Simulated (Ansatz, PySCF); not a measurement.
NH3 (SMILES N) and H2 (SMILES [H][H]) are pulled apart as rigid monomers along the line of their centres of mass, from the B3LYP-D3(BJ)/def2-TZVP minimum. Starting geometry (charge 0, multiplicity 1):
```xyz
6

N      0.015    -0.002    -0.138
H     -0.713     0.618    -0.473
H      0.898     0.344    -0.496
H     -0.146    -0.912    -0.554
H      0.021    -0.160     2.473
H      0.021    -0.209     3.219
```

Interaction energies with rigid monomers; basis-set methods are counterpoise corrected unless marked otherwise.

Cores are frozen in the correlated methods. Rows in 6-31G* carry no dispersion term and start afresh at each structure (6-31G* with six Cartesian d functions). MP2/6-31G* freezes PySCF's default core.

Programs: Ansatz (Gaussian basis) for Hartree–Fock, density functionals and correlated methods; PySCF for 6-31G* rows. Values without a source in brackets are computed.

| N1···H5 (Å) | PBE/def2-TZVPPD (kJ/mol) | PBE0/def2-TZVPPD (kJ/mol) | M06-2X/6-31G* (no counterpoise) (kJ/mol) | MP2/6-31G* (no counterpoise) (kJ/mol) | SCS-MP2/aug-cc-pVDZ (kJ/mol) |
|---|---|---|---|---|---|
| 2.35 | -1.7 | -1.3 | -5.4 | -2.6 | 2.5 |
| 2.62 | -3.4 | ? | -6.1 | -4.6 | -0.9 |
| 3.01 | -3.2 | -2.9 | -5.0 | -4.5 | -2.0 |
| 3.66 | ? | -1.6 | -2.5 | -2.2 | -1.3 |
| 4.71 | -0.6 | -0.5 | -0.4 | -0.4 | -0.5 |

What belongs in the gaps?


- 2.62, PBE0/def2-TZVPPD (kJ/mol): -3.0
- 3.66, PBE/def2-TZVPPD (kJ/mol): -1.8

Ansatz is an electronic-structure program.
